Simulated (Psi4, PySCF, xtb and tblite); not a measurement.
Torsional profile of H6ClNSi2, SMILES N[SiH2][SiH2]Cl, singlet. Scanned: dihedral N1–Si2–Si3–Cl4; all other coordinates were relaxed at B3LYP-D3(BJ)/def2-SVP. Points at φ and −φ are mirror images. Heavy atoms are numbered in the order of the SMILES N[SiH2][SiH2]Cl, hydrogens after them in the order of the atoms that carry them; the mirror image has the same energies with the sign of each dihedral reversed.

Levels: RKS-B3LYP/6-31G* = restricted B3LYP/6-31G*, spherical d // B3LYP-D3(BJ)/def2-SVP (PySCF 2.14.0); GFN2-xTB, on its own relaxed geometries (the stored frames are those of B3LYP-D3(BJ)/def2-SVP) (xtb and tblite); RKS-BP86/6-31G* = restricted BP86/6-31G*, spherical d // B3LYP-D3(BJ)/def2-SVP in PySCF; MP2/cc-pVTZ = DF-MP2 (frozen core)/cc-pVTZ // B3LYP-D3(BJ)/def2-SVP in Psi4.

Energies relative to the lowest point of each profile, in eV; the last columns give the difference from MP2:

| φ / ° | RKS-B3LYP/6-31G* | GFN2-xTB | RKS-BP86/6-31G* | MP2/cc-pVTZ | RKS-B3LYP/6-31G* − MP2/cc-pVTZ | GFN2-xTB − MP2/cc-pVTZ | RKS-BP86/6-31G* − MP2/cc-pVTZ |
|---|---|---|---|---|---|---|---|
| -150 | 0.009 | 0.008 | 0.008 | 0.031 | -0.022 | -0.023 | -0.023 |
| -120 | 0.038 | 0.020 | 0.037 | 0.056 | -0.018 | -0.035 | -0.019 |
| -90 | 0.024 | 0.026 | 0.021 | 0.036 | -0.012 | -0.010 | -0.014 |
| -60 | 0.004 | 0.025 | 0.003 | 0.000 | 0.004 | 0.025 | 0.003 |
| -30 | 0.009 | 0.026 | 0.010 | 0.004 | 0.005 | 0.022 | 0.006 |
| 0 | 0.040 | 0.036 | 0.045 | 0.039 | 0.001 | -0.003 | 0.007 |
| 30 | 0.009 | 0.026 | 0.010 | 0.004 | 0.005 | 0.022 | 0.006 |
| 60 | 0.004 | 0.025 | 0.003 | 0.000 | 0.004 | 0.025 | 0.003 |
| 90 | 0.024 | 0.026 | 0.021 | 0.036 | -0.012 | -0.010 | -0.014 |
| 120 | 0.038 | 0.020 | 0.037 | 0.056 | -0.018 | -0.035 | -0.019 |
| 150 | 0.009 | 0.008 | 0.008 | 0.031 | -0.022 | -0.023 | -0.023 |
| 180 | 0.000 | 0.000 | 0.000 | 0.022 | -0.022 | -0.022 | -0.022 |

RKS-B3LYP/6-31G* is furthest from MP2/cc-pVTZ at -150 (-0.022 eV, below); its mean absolute difference over the points is 0.012 eV.

GFN2-xTB is furthest from MP2/cc-pVTZ at -120 (-0.035 eV, below); its mean absolute difference over the points is 0.021 eV.

RKS-BP86/6-31G* is furthest from MP2/cc-pVTZ at -150 (-0.023 eV, below); its mean absolute difference over the points is 0.013 eV.
